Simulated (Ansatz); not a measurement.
## Appearance energy of a fragment ion: C3H8Mg → [C3H7]+ + MgH + e⁻

Species: C3H8Mg `C[CH](C)[MgH]`, singlet; [C3H7]+ `C[CH+]C`, singlet; MgH, doublet. 

Shapes, held fixed at every level: PBE0-D4/def2-TZVP. Programs: Ansatz 0.2.0. Electronic energies: no zero-point or thermal term.

| level | kind | ΔE (eV) | less CCSD(T)/def2-TZVPP | CPU time (sum over the molecules) |
| --- | --- | --- | --- | --- |
| PBE-D4/def2-TZVPP | GGA | +9.41 | -0.29 | 65 s |
| B3LYP-D4/def2-TZVPP | global hybrid | +9.49 | -0.21 | 80 s |
| BHLYP-D4/def2-TZVPP | global hybrid | +9.36 | -0.34 | 67 s |
| PBE0-D4/def2-TZVPP | global hybrid | +9.48 | -0.22 | 57 s |
| wB97X-V/def2-TZVPP | range-separated hybrid | +9.62 | -0.08 | 88 s |
| CCSD(T)/def2-SVP | coupled cluster or CI | +9.50 | -0.20 | 1.9 min |
| CCSD(T)/def2-TZVPP | coupled cluster or CI | +9.70 | 0.00 | 14 min |

The highest level, CCSD(T)/def2-TZVPP, gives ΔE = +9.70 eV; the levels span +9.36 to +9.70. The column of differences is taken from that level and isn't an error. No measured value is set beside it here. Open shells run unrestricted unless RO is named. Correlated rows may include outer-core shells of Mg, which these sets cover unevenly. The onset seen in experiment also holds zero-point changes and kinetic shifts. Times are processor times on shared x86 and Arm servers, and rough.
